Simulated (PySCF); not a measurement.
Precursor series Zn Cl-Br. Gas-phase values, no solvent.

The dipole moment from two functionals at the same geometries (r2SCAN-D4/def2-SVP), both in PySCF: PBE-D3(BJ)/def2-TZVP and TPSSh-D3(BJ)/def2-TZVP. 

```tsv
species	PBE-D3(BJ)/def2-TZVP (D)	TPSSh-D3(BJ)/def2-TZVP (D)
0 of 2 Cl replaced by Br ([Zn(Cl)2])	0.00	0.00
1 of 2 Cl replaced by Br	0.35	0.33
2 of 2 Cl replaced by Br	0.00	0.00
```

Over these rows, drawn at random from the members with no instability flagged (it was tested for open shells, ions and some series alone), PBE minus TPSSh-D3(BJ): mean +0.01 D, from 0.00 D to +0.02 D.
